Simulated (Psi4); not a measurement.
H8Ge3, triplet, at the geometry of the source list (a higher spin typed on purpose: for a closed-shell molecule this is an excited state); PBE0/STO-3G (Psi4).

Psi4 was given this input:
```
memory 2 GB

molecule mol {
0 3
  Ge    1.918200    0.707600    0.011600
  Ge    0.174200   -0.908900   -0.116600
  Ge   -2.040400   -0.049200    0.097700
  H     3.296100    0.131300   -0.142500
  H     1.802800    1.750900   -1.061800
  H     1.950100    1.477000    1.298100
  H     0.399100   -1.988700    0.907400
  H     0.280800   -1.659700   -1.425800
  H    -2.407200    0.862300   -1.036300
  H    -2.259400    0.775000    1.332600
  H    -3.114300   -1.097700    0.135600
}

set basis sto-3g
set reference uks
set scf_type pk
set puream true
set d_convergence 1e-8
set dft_radial_points 99
set dft_spherical_points 590

energy('pbe0')
print_variables()
```

**Question.** What does Psi4 print? Leave out banner, timings and long lists.

**Answer.** 
```
   => Loading Basis Set <=

    Name: STO-3G
    Role: ORBITAL
    Keyword: BASIS

         ---------------------------------------------------------
                                   SCF
               by Justin Turney, Rob Parrish, Andy Simmonett
                          and Daniel G. A. Smith
                              UKS Reference
         ---------------------------------------------------------

  ==> Geometry <==

    Molecular point group: c1
    Full point group: C1

    Geometry (in Angstrom), charge = 0, multiplicity = 3:

       Center              X                  Y                   Z               Mass
    ------------   -----------------  -----------------  -----------------  -----------------
         GE           1.901702771058     0.787072666401     0.013915957140    73.921177761000
         GE           0.157702771058    -0.829427333599    -0.114284042860    73.921177761000
         GE          -2.056897228942     0.030272666401     0.100015957140    73.921177761000
         H            3.279602771058     0.210772666401    -0.140184042860     1.007825032230
         H            1.786302771058     1.830372666401    -1.059484042860     1.007825032230
         H            1.933602771058     1.556472666401     1.300415957140     1.007825032230
         H            0.382602771058    -1.909227333599     0.909715957140     1.007825032230
         H            0.264302771058    -1.580227333599    -1.423484042860     1.007825032230
         H           -2.423697228942     0.941772666401    -1.033984042860     1.007825032230
         H           -2.275897228942     0.854472666401     1.334915957140     1.007825032230
         H           -3.130797228942    -1.018227333599     0.137915957140     1.007825032230

  Running in c1 symmetry.

  Rotational constants: A =      0.16505  B =      0.02597  C =      0.02296 [cm^-1]
  Rotational constants: A =   4948.13844  B =    778.54158  C =    688.28047 [MHz]
  Nuclear repulsion =  757.010454132718337

  Charge       = 0
  Multiplicity = 3
  Electrons    = 104
  Nalpha       = 53
  Nbeta        = 51

  ==> Algorithm <==

  SCF Algorithm Type is PK.
  DIIS enabled.
  MOM disabled.
  Fractional occupation disabled.
  Guess Type is SAD.
  Energy threshold   = 1.00e-06
  Density threshold  = 1.00e-08
  Integral threshold = 1.00e-12

  ==> Primary Basis <==

  Basis Set: STO-3G
    Blend: STO-3G
    Number of shells: 32
    Number of basis functions: 62
    Number of Cartesian functions: 65
    Spherical Harmonics?: true
    Max angular momentum: 2

  ==> DFT Potential <==

   => LibXC <=

    Version 7.1.2
    S. Lehtola, C. Steigemann, M. J. T. Oliveira, and M. A. L. Marques,  SoftwareX 7, 1–5 (2018) (10.1016/j.softx.2017.11.002)

   => Composite Functional: PBE0 <=

    PBE0 Hyb-GGA Exchange-Correlation Functional

    C. Adamo and V. Barone,  J. Chem. Phys. 110, 6158 (1999) (10.1063/1.478522)
    M. Ernzerhof and G. E. Scuseria,  J. Chem. Phys. 110, 5029 (1999) (10.1063/1.478401)

    Deriv               =              1
    GGA                 =           TRUE
    Meta                =          FALSE

    Exchange Hybrid     =           TRUE
    MP2 Hybrid          =          FALSE

   => Exchange Functionals <=

    0.7500   Perdew, Burke & Ernzerhof

   => Exact (HF) Exchange <=

    0.2500               HF

   => Correlation Functionals <=

    1.0000   Perdew, Burke & Ernzerhof

   => LibXC Density Thresholds  <==

    XC_HYB_GGA_XC_PBEH:  1.00E-15

   => Molecular Quadrature <=

    Radial Scheme          =       TREUTLER
    Pruning Scheme         =           NONE
    Nuclear Scheme         =       TREUTLER

    Blocking Scheme        =         OCTREE
    BS radius alpha        =              1
    Pruning alpha          =              1
    Radial Points          =             99
    Spherical Points       =            590
    Total Points           =         596554
    Total Blocks           =           4226
    Max Points             =            256
    Max Functions          =             55
    Weights Tolerance      =       1.00E-15

  ==> Integral Setup <==

  Using in-core PK algorithm.
   Calculation information:
      Number of atoms:                  11
      Number of AO shells:              32
      Number of primitives:             96
      Number of atomic orbitals:        65
      Number of basis functions:        62

      Integral cutoff                 1.00e-12
      Number of threads:                 1

  Performing in-core PK
  Using 3816162 doubles for integral storage.
  We computed 93272 shell quartets total.
  Whereas there are 139656 unique shell quartets.

  ==> DiskJK: Disk-Based J/K Matrices <==

    J tasked:                  Yes
    K tasked:                  Yes
    wK tasked:                  No
    Schwarz Cutoff:          1E-12

  Minimum eigenvalue in the overlap matrix is 2.5454877900E-01.
  Reciprocal condition number of the overlap matrix is 1.2654502315E-01.
    Using symmetric orthogonalization.

  ==> Pre-Iterations <==

  SCF Guess: Superposition of Atomic Densities via on-the-fly atomic UHF (no occupation information).

   -------------------------
    Irrep   Nso     Nmo
   -------------------------
     A         62      62
   -------------------------
    Total      62      62
   -------------------------

  ==> Iterations <==

                        Total Energy        Delta E     RMS |[F,P]|

   @UKS iter SAD: -6157.12591513372990   -6.15713e+03   0.00000e+00
   @UKS iter   1: -6162.00682491823227   -4.88091e+00   1.74957e-02 ADIIS/DIIS
   @UKS iter   2: -6160.96074036190839    1.04608e+00   3.08961e-02 ADIIS/DIIS
   @UKS iter   3: -6163.05069937527696   -2.08996e+00   3.29975e-03 ADIIS/DIIS
   @UKS iter   4: -6162.76390010861905    2.86799e-01   9.76106e-03 ADIIS/DIIS
   @UKS iter   5: -6163.07189698021102   -3.07997e-01   2.87805e-03 ADIIS/DIIS
   @UKS iter   6: -6163.08931303595818   -1.74161e-02   1.51447e-03 ADIIS/DIIS
   @UKS iter   7: -6163.09731930453381   -8.00627e-03   2.66742e-04 ADIIS/DIIS
   @UKS iter   8: -6163.09760481858029   -2.85514e-04   7.20928e-05 DIIS
   @UKS iter   9: -6163.09766035675784   -5.55382e-05   2.66528e-05 DIIS
   @UKS iter  10: -6163.09767710425604   -1.67475e-05   1.64810e-05 DIIS
   @UKS iter  11: -6163.09769302441418   -1.59202e-05   1.48324e-05 DIIS
   @UKS iter  12: -6163.09770783575004   -1.48113e-05   1.30060e-05 DIIS
   @UKS iter  13: -6163.09772220156265   -1.43658e-05   1.30834e-05 DIIS
   @UKS iter  14: -6163.09775049280779   -2.82912e-05   1.22300e-05 DIIS
   @UKS iter  15: -6163.09782972772518   -7.92349e-05   1.97073e-05 DIIS
   @UKS iter  16: -6163.09782188675490    7.84097e-06   1.74030e-05 DIIS
   @UKS iter  17: -6163.09777829375344    4.35930e-05   1.37600e-05 DIIS
   @UKS iter  18: -6163.09785432018543   -7.60264e-05   2.29204e-05 DIIS
   @UKS iter  19: -6163.09786261507543   -8.29489e-06   9.08423e-06 DIIS
   @UKS iter  20: -6163.09787502404743   -1.24090e-05   8.88276e-06 DIIS
   @UKS iter  21: -6163.09787652368777   -1.49964e-06   3.28425e-06 DIIS
   @UKS iter  22: -6163.09787834831695   -1.82463e-06   3.99942e-06 DIIS
   @UKS iter  23: -6163.09787874109315   -3.92776e-07   1.27941e-06 DIIS
   @UKS iter  24: -6163.09787907593818   -3.34845e-07   2.13036e-06 DIIS
   @UKS iter  25: -6163.09787924696047   -1.71022e-07   8.16176e-07 DIIS
   @UKS iter  26: -6163.09787931863048   -7.16700e-08   1.76453e-06 DIIS
   @UKS iter  27: -6163.09787934271390   -2.40834e-08   2.14282e-06 DIIS
   @UKS iter  28: -6163.09787936628982   -2.35759e-08   6.73434e-07 DIIS
   @UKS iter  29: -6163.09787938176305   -1.54732e-08   1.89727e-07 DIIS
   @UKS iter  30: -6163.09787938372847   -1.96542e-09   9.61594e-08 DIIS
   @UKS iter  31: -6163.09787938410136   -3.72893e-10   4.24050e-08 DIIS
   @UKS iter  32: -6163.09787938415775   -5.63887e-11   1.85187e-08 DIIS
   @UKS iter  33: -6163.09787938418140   -2.36469e-11   1.13543e-08 DIIS
   @UKS iter  34: -6163.09787938418413   -2.72848e-12   5.01628e-09 DIIS
  Energy and wave function converged.

  ==> Post-Iterations <==

   Electrons on quadrature grid:
      Nalpha   =   52.9999987560 ; deviation = -1.244e-06
      Nbeta    =   50.9999992311 ; deviation = -7.689e-07
      Ntotal   =  103.9999979871 ; deviation = -2.013e-06

   @Spin Contamination Metric:   2.971626405E-03
   @S^2 Expected:                2.000000000E+00
   @S^2 Observed:                2.002971626E+00
   @S   Expected:                1.000000000E+00
   @S   Observed:                1.000000000E+00

    Orbital Energies [Eh]
    ---------------------

    Alpha Occupied:

[...]
    Alpha Virtual:

[...]
    Beta Occupied:

[...]
    Beta Virtual:

[...]
    Final Occupation by Irrep:
              A
    DOCC [    51 ]
    SOCC [     2 ]
    NA   [    53 ]
    NB   [    51 ]

  @UKS Final Energy: -6163.09787938418413

   => Energetics <=

    Nuclear Repulsion Energy =            757.0104541327183370
    One-Electron Energy =              -10148.1244656381131790
    Two-Electron Energy =                3409.9042131067972150
    DFT Exchange-Correlation Energy =    -181.8880809855862992
    Empirical Dispersion Energy =           0.0000000000000000
    VV10 Nonlocal Energy =                  0.0000000000000000
    Total Energy =                      -6163.0978793841841252

  UHF NO Occupations:
  HONO-2 :   51  A 1.9996048
  HONO-1 :   52  A 1.0000000
  HONO-0 :   53  A 1.0000000
  LUNO+0 :   54  A 0.0003952
  LUNO+1 :   55  A 0.0002749
  LUNO+2 :   56  A 0.0002182
  LUNO+3 :   57  A 0.0001819

Computation Completed

Properties will be evaluated at   0.000000,   0.000000,   0.000000 [a0]

Properties computed using the SCF density matrix

 Multipole Moments:

 ------------------------------------------------------------------------------------
     Multipole            Electronic (a.u.)      Nuclear  (a.u.)        Total (a.u.)
 ------------------------------------------------------------------------------------

 L = 1.  Multiply by 2.5417464519 to convert [e a0] to [Debye]
 Dipole X            :          0.1858776           -0.1959869           -0.0101093
 Dipole Y            :         -1.0378315            0.9440265           -0.0938050
 Dipole Z            :         -0.0434720            0.0275135           -0.0159584
 Magnitude           :                                                    0.0956883

 ------------------------------------------------------------------------------------

  Variable Map:
  ----------------------------------------------------------------------------
[...]
  Array Variable Map:
  ----------------------------------------------------------------------------
[...]
[...]
```
